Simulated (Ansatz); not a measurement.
`[Cl][Sn]([Cl])([Cl])[Br]`, relaxed with RKS PBE0-D4/def2-TZVP in Ansatz 0.2.0 from a PBE-D4/def2-SVP geometry. The force threshold is 0.005 eV/Å; the program also tests the step.

The species carries charge 0 and has multiplicity 1. Sn: def2 effective core potential.

Start:

```xyz
5

Cl    2.035   -1.026    0.573
Sn    0.011    0.006   -0.007
Cl    0.139    2.285    0.531
Cl   -0.318   -0.211   -2.319
Br   -1.868   -1.055    1.223
```

| step | energy (eV) | largest force (eV/Å) | largest move (Å) |
| --- | --- | --- | --- |
| 1 | -113431.9902 | 0.750 | 0.000 |
| 2 | -113432.0518 | 0.698 | 0.088 |
| 3 | -113432.0771 | 0.058 | 0.040 |
| 4 | -113432.0772 | 0.009 | 0.003 |
| 5 | -113432.0772 | 0.000 | 0.001 |

End:

```xyz
5

Cl    1.990   -1.001    0.558
Sn    0.011    0.006   -0.007
Cl    0.138    2.233    0.518
Cl   -0.308   -0.205   -2.266
Br   -1.831   -1.034    1.198
```

It took 27 s on 4 threads of an Arm Neoverse V2 on a shared host, with 0.83 GiB of host memory at the peak.
